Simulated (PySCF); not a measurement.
PySCF was given this input:
```python
from pyscf import gto, scf, dft

mol = gto.M(
    atom='''
Si   -0.025752   -0.649818    0.028474
Cl    1.719951    0.296960    0.031048
Cl   -1.691219    0.428031   -0.062817
H    -0.093101   -1.563016    1.200824
H    -0.034800   -1.664367   -1.059403
''',
    basis='cc-pvdz',
    charge=1,
    spin=1,
    verbose=4,
)

mf = dft.UKS(mol)
mf.xc = 'r2scan'
mf = mf.density_fit(auxbasis='def2-universal-jkfit')
mf.kernel()
```

Q: What does this run give for the nuclear repulsion energy, Mulliken (on the basis functions themselves) charges in atom order, <S^2>, total energy, number of basis functions, HOMO energy?

A: 
```json
{
 "nuclear_repulsion_energy": "194.4461 Eh",
 "Mulliken (on the basis functions themselves) charges in atom order": "Si1 0.42, Cl2 0.13, Cl3 0.13, H4 0.16, H5 0.16",
 "<S^2>": "0.758",
 "total_energy": "-1210.694853 Ha",
 "number_of_basis_functions": "64",
 "HOMO energy": "-14.78 eV"
}
```

These values belong to the state on which the SCF converged, which isn't shown to be the lowest.
